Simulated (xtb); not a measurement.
hydrogen sulfide (H$_{2}$S), singlet, from a rough starting geometry.

Input for xtb:
```
$ xtb mol.xyz --gfn 2 --opt vtight --json

# file mol.xyz
3

S      0.02453404    -0.01198458     0.59013899
H     -0.01180704     0.95196594    -0.28361262
H      0.06794649    -0.95914355    -0.32889808
```

Question: What does this run give for the total energy at the end of the optimisation, dipole moment, HOMO-LUMO gap?

Answer: 
```json
{
 "total_energy_at_the_end_of_the_optimisation": "-4.2563 Eh",
 "dipole_moment": "1.97 D",
 "HOMO-LUMO gap": "5.21 eV"
}
```
